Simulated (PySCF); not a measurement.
Delta-SCF ions had no search for a lower state. 

H4Sn, SMILES `[SnH4]` (charge 0, multiplicity 1)

These are M06-2X/def2-TZVP // PBE0-D3(BJ)/def2-TZVP run with PySCF values and carry that method's errors.

```json
{
  "HOMO": "-10.24 eV",
  "dipole_moment": "0.00 D",
  "HOMO–LUMO gap": "11.48 eV",
  "LUMO": "1.25 eV",
  "vertical ionisation energy (Delta-SCF)": "11.60 eV",
  "total_energy": "-5893.45 eV",
  "cost": "around 50 core-seconds (rough)"
}
```

Bonds (Å): Sn1–H2 1.704, Sn1–H3 1.704, Sn1–H4 1.704, Sn1–H5 1.704. Angles (°): H2–Sn1–H3 109.5, H2–Sn1–H4 109.5, H2–Sn1–H5 109.5, H3–Sn1–H4 109.5, H3–Sn1–H5 109.5, H4–Sn1–H5 109.5.
Charge 0, spin multiplicity 1.
